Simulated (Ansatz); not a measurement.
`[NH2][SbH][CH2]O`, charge 0, multiplicity 1.

(1) Give a relaxed structure at PBE0-D4/def2-TZVP (Ansatz). (An estimate is asked.)

## Answers

(1) The calculation gave: 
Z-matrix (Å, degrees):
```
C
Sb 1 2.165
O 1 1.412 2 107.2
H 1 1.096 2 106.8 3 -120.7
H 1 1.097 2 108.9 3 121.8
N 2 2.039 1 94.6 3 96.0
H 2 1.725 1 90.8 3 -166.8
H 3 0.961 1 108.9 2 -170.2
H 6 1.011 2 114.0 1 81.1
H 6 1.011 2 111.7 1 -156.1
```
This is one stationary point; other conformers may exist.
